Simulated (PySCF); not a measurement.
A first-order proton ENDOR spectrum was simulated from computed couplings for a radical in fast tumbling at B = 345.5 mT (X band).

Class means under 0.5 MHz are left out. Line positions in MHz: 8.22, 20.00, 20.21, 37.64, 49.42, 49.63.

**Question.** What is the proton Larmor frequency at this field?

**Answer.** νH = 5.58569 × 7.62259 MHz/T × 0.3455 T = 14.71 MHz.

**Question.** Pair the lines and read off the couplings.

**Answer.** For S = 1/2 in fast tumbling each set of equivalent nuclei gives two lines, ν± = |νn ± a/2| to first order, with νn = g_N μN B/h and μN/h = 7.62259 MHz/T. A pair with |a| < 2νn is centred on νn and split by |a|; one with |a| > 2νn is centred on |a|/2 and split by 2νn.

| lower line | upper line | centred on | \|a\| (MHz) |
| --- | --- | --- | --- |
| 20.21 | 49.63 | \|a\|/2 | 69.83 |
| 20.00 | 49.42 | \|a\|/2 | 69.43 |
| 8.22 | 37.64 | \|a\|/2 | 45.86 |

C7H6F (doublet state).
Bonds: C1–C2 (triple), C2–C3, C3–C4 (double), C4–F5, C4–C6, C6–C7, C7–C8, C3–C8. Hydrogens: H9 on C1; H10, H11 on C6; H12, H13 on C7; H14 on C8.

As a line formula: `C#CC1=C(F)CC[CH]1` [radical].

**Question.** This is the radical. Which protons give which coupling, and how does each split the EPR lines?

**Answer.** 69.8 MHz (computed sign +): H12/H13, 2 bonds from C8, a 1:2:1 triplet of 2.491 mT; 69.4 MHz (computed sign +): H10/H11, 2 bonds from C4, a 1:2:1 triplet of 2.476 mT; 45.9 MHz (computed sign −): H14, 1 bond from C8, a 1:1 doublet of 1.636 mT. To first order the positions of ENDOR lines don't depend on how many nuclei share a coupling. Main spin sites, with 60 % or more of the largest population: C4, C8; positions count bonds from the nearest.

Computed, not measured: UKS B3LYP, pcH-1 on C F H, non-relativistic, mean-field spin-orbit, GIAO in PySCF. Geometry: GFN2-xTB; no solvent, vibrations or thermal averaging. Couplings are sensitive to structure, and on GFN2-xTB geometries they can be far from those on DFT ones. The SCF solution wasn't tested for stability. ⟨S²⟩ is 0.782 where a pure state has 0.75.

Couplings of abundant isotopes left out: H9 (6.0 MHz).

Means are taken over nuclei equivalent by connectivity, which assumes that they swap fast.
